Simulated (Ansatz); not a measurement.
A nudged elastic band was laid between two geometries of CH6Ge + FH (10 atoms, charge 0, multiplicity 1).

These are results of RKS LDA/def2-SVP (Ansatz 0.2.0), not measurements.

| Quantity | Value |
| --- | --- |
| movable images | 5 |
| climbing image | yes |
| spring | 5.0 eV/Å² |
| optimiser | quadratic models (default) |
| start path | through a guess of the saddle point |
| force threshold | 0.03 eV/Å |
| iteration limit | 60 |
| end points | relaxed |

Image 0:

```xyz
10
Properties=species:S:1:pos:R:3
Ge -0.055 0.189 0.265
C -0.020 0.267 2.192
H -1.048 0.216 2.605
H 0.560 -0.616 2.528
H 0.465 1.199 2.544
H 1.339 0.389 -0.359
H -1.064 1.169 -0.373
H -0.545 -1.241 -0.154
F 1.178 -2.368 1.236
H 0.437 -2.124 0.694
```

Image 6:

```xyz
10
Properties=species:S:1:pos:R:3
Ge 0.068 -0.476 -0.595
C 0.167 -0.030 2.792
H -0.909 0.196 2.925
H 0.636 -0.183 3.783
H 0.661 0.827 2.288
H 1.340 0.377 -0.425
H -1.184 0.181 0.019
H -0.156 -0.903 -2.062
F 0.341 -1.962 0.277
H 0.283 -0.946 2.175
```

Question: What changes between the two ends?

Answer: Bonds broken: Ge1–C2, F9–H10. Bonds formed: Ge1–F9, C2–H10. CH6Ge + FH becomes CH4 + FGeH3.

Question: Give the energies along the band, and the barrier.

Answer: It converged. The highest image is number 3 of 0 to 6, 1.31 eV above the first end and 1.87 eV above the last; the last end lies 0.56 eV below the first. Neighbouring images differ by up to 1.3 eV, so the band resolves the path poorly. A vibrational analysis at the climbing image gives one clearly imaginary mode, 799i cm⁻¹: a first-order saddle point. The orbitals stay closed-shell, which can raise the energy where a bond breaks towards radicals; this wasn't checked here.

| image | path coordinate (Å) | energy (eV) | Ge1–C2 (Å) | F9–H10 (Å) | Ge1–F9 (Å) |
| --- | --- | --- | --- | --- | --- |
| 0 | 0.00 | 0.00 | 1.93 | 0.95 | 3.00 |
| 1 | 0.87 | 0.11 | 1.95 | 0.94 | 3.02 |
| 2 | 1.75 | 0.32 | 2.00 | 0.96 | 2.57 |
| 3 | 2.62 | 1.31 | 2.28 | 1.22 | 2.03 |
| 4 | 3.61 | -0.02 | 2.90 | 1.68 | 1.78 |
| 5 | 4.60 | -0.54 | 3.44 | 2.05 | 1.75 |
| 6 | 5.59 | -0.56 | 3.42 | 2.15 | 1.74 |

Question: What is the geometry of the highest image?

Answer: 
```xyz
10
Properties=species:S:1:pos:R:3:forces:R:3
Ge 0.014 -0.258 -0.002 0.00 0.00 0.00
C 0.082 -0.054 2.267 0.00 0.00 0.00
H -1.006 0.031 2.450 0.00 0.00 0.00
H 0.530 -0.565 3.155 0.00 0.00 0.00
H 0.548 0.949 2.216 0.00 0.00 0.00
H 1.340 0.225 -0.617 0.00 0.00 0.00
H -0.900 1.005 0.147 0.00 0.00 0.00
H -0.827 -1.240 -0.848 0.00 0.00 0.00
F 0.899 -1.908 0.775 0.01 -0.01 0.00
H 0.566 -1.106 1.635 0.00 0.01 0.01
```

The band took 20 iterations and about 2.2 core-minutes.

Run time: 71 s on 2 threads of Intel(R) Xeon(R) Platinum 8488C (Sapphire Rapids), with other jobs on the host, peak memory 0.14 GiB.
